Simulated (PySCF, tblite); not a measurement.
C6H6F5P.
Bonds: C1–C2 (triple), C2–C3, C3–P4, P4–C5, P4–C6, C6–F7, C6–F8, C6–C9, C9–F10, C9–F11, C9–F12. Hydrogens: H13 on C1; H14, H15 on C3; H16, H17, H18 on C5.

Computed geometry: GFN2-xTB, gas phase.

Task: What internal coordinates does the optimisation give?

Result: 
```
                  bond  length (bohr)
                 C1≡C2          2.262
                 C2–C3          2.731
                 C3–P4          3.530
                 P4–C5          3.480
                 P4–C6          3.606
          C6–F7, C6–F8          2.564
                 C6–C9          2.895
        C9–F10, C9–F12          2.518
                C9–F11          2.529
                C1–H13          1.982
        C3–H14, C3–H15          2.069
C5–H16, C5–H17, C5–H18          2.059
```

Bonds in one row agree within 0.02 bohr and their mean is given. A selection of angles:
```
     angle  degrees
 C2–C1–H13    178.4
  C1–C2–C3    179.1
  C2–C3–P4    108.4
 C2–C3–H14    109.3
 P4–C3–H14    109.3
H14–C3–H15    109.5
  C3–P4–C5     98.6
  C3–P4–C6     97.0
  C5–P4–C6     94.9
 P4–C5–H16    107.5
 P4–C5–H17    111.7
 P4–C5–H18    109.2
H16–C5–H17    109.6
  P4–C6–F7    113.9
  P4–C6–F8    108.4
  P4–C6–C9    110.9
  F7–C6–F8    106.0
  F7–C6–C9    108.9
 C6–C9–F10    114.0
 C6–C9–F11    110.3
F10–C9–F11    107.5
```

Torsions: C2–C3–P4–C5 -71° (synclinal); C3–P4–C6–F7 41° (synclinal); P4–C6–C9–F10 -168° (antiperiplanar). The mirror-image conformer, all signs reversed, is as good.

Of the pairs four or more bonds apart, F7···H15 is among the closest relative to their van der Waals radii: 2.46 Å, 92 % of the sum of Bondi's values. The C–C distances run from 1.197 Å (C1≡C2, drawn triple) to 1.532 Å (C6–C9, drawn single), a spread of 0.335 Å. The 5 C–F bonds span 1.329 Å (C9–F10, drawn single) to 1.358 Å (C6–F7, drawn single), a spread of 0.029 Å. P4 (phosphine phosphorus) is pyramidal (angles 98.6°, 97.0° and 94.9°, sum 290.5°, 0.94 Å off the plane of its three neighbours). The C–P distances run from 1.841 Å (P4–C5, drawn single) to 1.908 Å (P4–C6, drawn single), a spread of 0.067 Å.

Point group: C1 (no symmetry element, even within 0.4 Å). Its lowest GFN2-xTB frequency is 15 cm⁻¹, too small to tell a flat minimum from a shallow saddle. One conformer, not necessarily the lowest.
